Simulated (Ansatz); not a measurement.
The cluster GaP2⁻, relaxed as a singlet with RKS r2SCAN-D4/def2-TZVPD in Ansatz, starting from the GFN2-xTB geometry. Force threshold 0.02 eV/Å.

The highest occupied level of the charge -1 singlet lies above zero (up to 0.44 eV). By energy differences its removal costs 1.96 eV (vertical, to the charge 0 doublet, at r2SCAN-D4/def2-TZVPD); a positive level beside a positive removal energy at the same level points to self-interaction error. The structure comes from a short search, and lower isomers may exist.

Start:

```xyz
3

Ga   -0.438   -0.084    1.420
P     0.497    1.022   -0.567
P    -0.059   -0.939   -0.853
```

| step | energy (eV) | largest force component (eV/Å) | SCF passes |
| --- | --- | --- | --- |
| 1 | -70955.8010 | 0.237 | 16 |
| 2 | -70955.8031 | 0.022 | 25 |
| 3 | -70955.8031 | 0.001 | 16 |

Force components are those of the run's own axes.

End:

```tsv
atom	x (Å)	y (Å)	z (Å)
Ga1	-0.436	-0.083	1.412
P2	0.494	1.017	-0.563
P3	-0.059	-0.934	-0.849
```

By distances, no bond broke or formed. The bond that changes most is Ga1–P2, from 2.46 to 2.44 Å (atoms count from 1).

No frequencies were taken in this run, so the end may be a saddle point.

Run time 3.3 s (4 threads of Intel Xeon on a shared host).
